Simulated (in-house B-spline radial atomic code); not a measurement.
## wB97X excitations of the vanadium ion V⁵⁺

Method: wB97X. Computed with an all-electron radial atomic-structure program (B-spline basis): linear response of the closed shell [Ne] 3s2 3p6 with the functional's adiabatic kernel; scalar-relativistic (spin-free one-electron X2C), finite nucleus, no spin-orbit coupling, no double excitations, S, P, D and F terms only. Only terms of natural parity with L up to 3 were computed.

Command:
```bash
python run_td.py task.json out
```
Settings (radii: box in bohr, nucleus in fm):
```
Z                        23
electrons                18
configuration            [Ne] 3s2 3p6
hamiltonian              x2c
method                   wb97x
box_radius               16.35
rms_radius               3.6002
intervals                71
```

Time taken, with all properties: 1 s on 1 thread of Intel(R) Xeon(R) Platinum 8375C CPU @ 2.90GHz (Ice Lake), with other jobs on the host.

The lowest states, in the order of their Tamm-Dancoff energies; the method's threshold (minus the highest occupied level) is 122.90 eV. Labels give the largest channel, * marks a mixed state, and oscillator strengths are full-response dipole values. Semilocal kernels can invert the small singlet-triplet splittings of Rydberg terms. Energies in eV:

```
     state  full response  Tamm-Dancoff  oscillator strength
3p → 3d 3P              ?             ?                    -
3p → 3d 3F          39.59         39.75                    -
3p → 3d 1F          42.87         42.89                    -
3p → 3d 1P          55.21         57.68                 3.85
3p → 4s 3P          67.35         67.37                    -
3p → 4s 1P          68.02         68.09                0.229
3s → 3d 3D          68.82         68.88                    -
3s → 3d 1D          73.08         73.19                    -
3p → 4p 3S          74.08         74.12                    -
3p → 4p 3D          74.92         74.94                    -
3p → 4p 1D          75.39         75.42                    -
3p → 4p 1S          78.27         78.49                    -
3p → 4d 3P              ?             ?                    -
3p → 4d 3F          85.86         85.87                    -
3p → 4d 1F          86.20         86.21                    -
3p → 4d 1P          87.00         87.16               0.0573
3p → 5s 3P          91.74         91.75                    -
3p → 5s 1P          92.04         92.05                0.073
3p → 4f 3D          93.67         93.67                    -
3p → 4f 1D          94.19         94.21                    -
3p → 5p 3S          94.41         94.44                    -
3p → 5p 3D          94.98         94.99                    -
```

(1) Where does 3p → 3d 3P lie?

(2) Where does 3p → 4d 3P lie?

(3) How large is the singlet-triplet splitting of 3p → 3d (F terms) in Tamm-Dancoff?

(4) What polarisabilities and dispersion coefficient does the method give?

Results:

(1) At 38.89 eV in full response, 39.02 eV in Tamm-Dancoff.

(2) At 85.62 eV in full response, 85.64 eV in Tamm-Dancoff.

(3) 3.14 eV, from the unrounded values.

(4) Dipole 1.075 bohr³, quadrupole 1.128 bohr⁵, C6 1.95 hartree·bohr⁶ for two such species.
